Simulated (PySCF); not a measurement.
H4MgSSi.

```xyz
7

Mg     0.0252     0.0990    -0.0840
S      0.5508     1.7593    -1.6049
H      1.4031     0.9391    -2.2683
Si    -0.5942    -1.7097     1.6351
H     -1.3227    -2.8695     1.0177
H     -1.4877    -1.1836     2.7226
H      0.6091    -2.2882     2.3241
```

The structure is a stationary point at PBE-D3(BJ)/def2-TZVP. One conformer was computed; it need not be the lowest.

Level of theory: PySCF with PBE0/pcSseg-2. Non-relativistic, no solvent.

Problem. Give the absolute GIAO shielding of each atom: isotropic value and principal components (ppm). (An estimate is asked for; the answer gives what the named calculation found.)

Solution. 
```
atom  σ(iso)    σ11    σ22    σ33   span
----  ------  -----  -----  -----  -----
Mg1    435.7  303.7  305.8  697.7  394.1
S2     766.7  728.8  742.7  828.4   99.6
H3      32.0   25.6   27.9   42.6   17.1
Si4    492.0  475.6  500.1  500.4   24.9
H5      28.3   25.4   25.8   33.6    8.2
H6      28.2   25.4   25.7   33.6    8.1
H7      28.3   25.4   25.8   33.6    8.1
```
